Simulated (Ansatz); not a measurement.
A made-up structure of H₃SeSO (charge +1), closed shell:

```xyz
6
angstrom
O -0.5895 0.5126 -0.9524
S -0.0055 -1.1094 0.0893
Se 0.3454 -0.4213 1.9982
H 0.2092 -2.4521 0.0612
H -0.0211 0.6645 -1.7254
H 1.7800 -0.0724 1.8431
```

It is relaxed with PBE-D4/def2-SVP and then PBE0-D4/def2-TZVP (Ansatz 0.2.0). Atoms count as bonded within 1.22 times the sum of their covalent radii (H–H: 0.88 Å). The end point is not checked to be a true minimum.

(1) Does its bonding change? (Judge from chemistry; the calculation decides.)

## Answers

(1) Computed: No: no bond forms or breaks.

Where it ends: The first stage lowers the energy by 2.55 eV in 10 steps. It ends as H₃SeSO ([OH][SH][SeH]), total charge +1:
```
6
angstrom
O -0.5793 0.0344 -0.9938
S -0.5510 -1.0111 0.1948
Se 0.3715 -0.2099 2.0030
H 0.4546 -1.8412 -0.1784
H 0.2695 0.4580 -1.2058
H 1.7532 -0.3083 1.4941
```

Labels in which every atom is bracketed show which atoms are joined, not bond orders.

For scale, one of the runs: PBE0-D4/def2-TZVP relaxation, 134 basis functions, launched by `ansatz run in.yaml --threads 2 --pin off --events-out ev --progress --plain --max-ram 4352MiB`. Hardware: 2 CPU threads of an Arm Neoverse V1, shared host. Wall time about 25 s.
